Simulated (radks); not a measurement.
Spherical quantum dot in the effective-mass picture: electrons in a hard-walled sphere of radius 1.81, with a point charge +1 (a donor) at the centre, all in effective atomic units (hartree* = m*/eps^2 hartree, bohr* = eps/m* bohr), one dielectric constant everywhere. Method: non-relativistic Kohn-Sham, LDA (Slater exchange, Perdew-Wang correlation), spin-polarised, spherical densities; computed with a radial shooting solver with Libxc functionals. Levels are named by radial order and angular momentum (1s, 1p, 1d, 2s, ...), and open shells are averaged over m. Results are scaled to m* = 0.105 and eps = 4.3, for which hartree* = 154.5 meV and bohr* = 2.167 nm.

N = 23, configuration 1s2 1p6 1d10 2s2 1f(up 3, down 0). This is the lowest configuration that the search found. Occupied and some empty levels:

level    occupation  eigenvalue (meV)  <r> (nm)
1s up             1            2734.1     2.347
1s down           1            2744.8     2.337
1p up             3            2899.8     2.584
1p down           3            2912.2     2.580
1d up             5            3144.2     2.721
1d down           5            3157.6     2.719
2s up             1            3395.7     1.740
2s down           1            3401.1     1.745
1f up             3            3462.4     2.823
1f down           0            3476.3     2.822
1g up             0            3849.0     2.904
1g down           0            3863.1     2.903
2p up             0            3897.7     2.045
2p down           0            3904.5     2.045
2d up             0            4420.9     2.232
2d down           0            4428.9     2.231

Energy (meV): total 41658.9, kinetic 17255, external -3417.4, Hartree 30928, exchange-correlation -3106.6.

Electron density:

r (nm)  n(r) (e/nm^3)
0.204          0.3041
0.400          0.2491
0.595          0.2021
0.791          0.1635
0.986          0.1338
1.18           0.1134
1.38           0.1029
1.57           0.1020
1.77           0.1099
1.96           0.1245
2.16           0.1420
2.36           0.1579
2.55           0.1664
2.75           0.1628
2.94           0.1444
3.14           0.1126
3.33          0.07269
3.53          0.03518
3.72         0.009110
3.92       0.00002209
